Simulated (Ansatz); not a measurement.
`[OH][Hf]([F])([F])[I]`, relaxed with RKS PBE0-D4/def2-TZVP in Ansatz from a PBE-D4/def2-SVP geometry. The force threshold is 0.005 eV/Å; the program also tests the step.

Charge 0, multiplicity 1. Hf, I: def2 effective core potential.

Start:

```xyz
6

O     0.443   -1.370   -0.358
Hf   -0.250    0.360    0.047
F    -0.853    1.200   -1.565
F    -1.744    0.186    1.232
I     1.687    1.894    1.223
H     0.717   -2.269   -0.580
```

How much energy does the relaxation release, and in how many steps? (Best estimate.)

Computed: 2.01 kJ/mol, in 5 steps.

Which bonds change most? (Best estimate.)

The calculation gave: Hf2–F3 from 1.915 to 1.897 Å; Hf2–F4 from 1.915 to 1.897 Å; O1–Hf2 from 1.907 to 1.890 Å; O1–H6 from 0.966 to 0.952 Å.

Give the relaxed structure. (An estimate is asked.)

The calculation gave: 
```xyz
6

O     0.423   -1.364   -0.357
Hf   -0.250    0.355    0.048
F    -0.851    1.184   -1.549
F    -1.735    0.187    1.216
I     1.686    1.880    1.216
H     0.725   -2.241   -0.575
```
